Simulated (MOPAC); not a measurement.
MOPAC input (PM7):

```
PM7 1SCF CHARGE=-1 GEO-OK AUX(PRECISION=9) THREADS=1
H4NO3Si

N    -0.27340700 1   -0.50829200 1    1.63165400 1
Si   -0.04455500 1   -0.01684000 1    0.07924600 1
O     1.55635500 1   -0.41356800 1   -0.30513600 1
O    -0.24018300 1    1.61989000 1   -0.30230800 1
O    -0.95616600 1   -0.64786400 1   -1.19874900 1
H    -1.19982300 1   -0.39948400 1    2.02912700 1
H     1.91272200 1   -0.78219000 1    0.51017200 1
H    -0.09603700 1    2.11366300 1    0.50908200 1
H    -0.95929200 1   -1.60584500 1   -1.12986000 1
```

From the output:

```
                                                       MOPAC v23.2.5 Linux

          FINAL HEAT OF FORMATION =       -224.95936 KCAL/MOL =    -941.22997 KJ/MOL

          COSMO AREA              =        109.02 SQUARE ANGSTROMS
          COSMO VOLUME            =         95.90 CUBIC ANGSTROMS

          IONIZATION POTENTIAL    =          3.676885 EV
          HOMO LUMO ENERGIES (EV) =         -3.677  6.291
          NO. OF FILLED LEVELS    =         16
          MOLECULAR WEIGHT        =         94.1220         POINT GROUP:  C1

          MOLECULAR DIMENSIONS (Angstroms)

            Atom       Atom       Distance
            H     9    H     8     4.15525
            O     3    H     6     3.59380
            O     5    H     7     2.89690

          SCF CALCULATIONS        =          1

   ATOM   CHEMICAL          X               Y               Z
  NUMBER   SYMBOL      (ANGSTROMS)     (ANGSTROMS)     (ANGSTROMS)

     1       N         -0.27340700  *  -0.50829200  *   1.63165400  *
     2      Si         -0.04455500  *  -0.01684000  *   0.07924600  *
     3       O          1.55635500  *  -0.41356800  *  -0.30513600  *
     4       O         -0.24018300  *   1.61989000  *  -0.30230800  *
     5       O         -0.95616600  *  -0.64786400  *  -1.19874900  *
     6       H         -1.19982300  *  -0.39948400  *   2.02912700  *
     7       H          1.91272200  *  -0.78219000  *   0.51017200  *
     8       H         -0.09603700  *   2.11366300  *   0.50908200  *
     9       H         -0.95929200  *  -1.60584500  *  -1.12986000  *

                             CARTESIAN COORDINATES

   1    N       -0.273407000    -0.508292000     1.631654000
   2   Si       -0.044555000    -0.016840000     0.079246000
   3    O        1.556355000    -0.413568000    -0.305136000
   4    O       -0.240183000     1.619890000    -0.302308000
   5    O       -0.956166000    -0.647864000    -1.198749000
   6    H       -1.199823000    -0.399484000     2.029127000
   7    H        1.912722000    -0.782190000     0.510172000
   8    H       -0.096037000     2.113663000     0.509082000
   9    H       -0.959292000    -1.605845000    -1.129860000

           Empirical Formula: H4 N O3 Si  =     9 atoms

      MOLECULAR POINT GROUP   :   C1

                  EIGENVALUES
 -27.43213 -23.96766 -23.92784 -23.87087 -12.56350 -11.51612 -10.41272 -10.06429
  -8.99494  -8.36057  -7.70385  -7.05395  -6.56372  -6.14245  -4.55633  -3.67688
   6.29141   6.39612   7.27412   9.43283  10.72074  10.79689  12.10780  13.47139
  30.17425  30.82077  31.50941  31.92983  32.21272

              NET ATOMIC CHARGES AND DIPOLE CONTRIBUTIONS

  ATOM NO.   TYPE          CHARGE      No. of ELECS.   s-Pop       p-Pop       d-Pop
    1          N          -0.849388        5.8494     1.72670     4.12269
    2         Si           0.545724        3.4543     0.65458     2.37634     0.42335
    3          O          -0.629403        6.6294     1.78082     4.84858
    4          O          -0.625693        6.6257     1.77291     4.85278
    5          O          -0.632059        6.6321     1.76942     4.86264
    6          H           0.237537        0.7625     0.76246
    7          H           0.328076        0.6719     0.67192
    8          H           0.311900        0.6881     0.68810
    9          H           0.313306        0.6867     0.68669
 DIPOLE           X         Y         Z       TOTAL
 POINT-CHG.    -0.007    -0.526     1.106     1.225
 HYBRID        -0.287     0.336    -0.741     0.863
 SUM           -0.294    -0.190     0.365     0.506

          ATOMIC ORBITAL ELECTRON POPULATIONS

     Atom    s        px        py        pz      x^2-y^2     xz        z^2       yz        xy
    1  N   1.72670   1.30085   1.57951   1.24233
    2 Si   0.65458   0.75281   0.80920   0.81433   0.09054   0.08475   0.09213   0.08740   0.06854
    3  O   1.78082   1.54480   1.82691   1.47688
    4  O   1.77291   1.89035   1.49048   1.47195
    5  O   1.76942   1.81139   1.35196   1.69930
    6  H   0.76246
    7  H   0.67192
    8  H   0.68810
    9  H   0.68669

 **********************
 *                    *
 * JOB ENDED NORMALLY *
 *                    *
 **********************

 == MOPAC DONE ==
```

The dipole moment of an ion depends on the origin.

The geometry given is a B3LYP-D3(BJ)/def2-TZVP minimum.
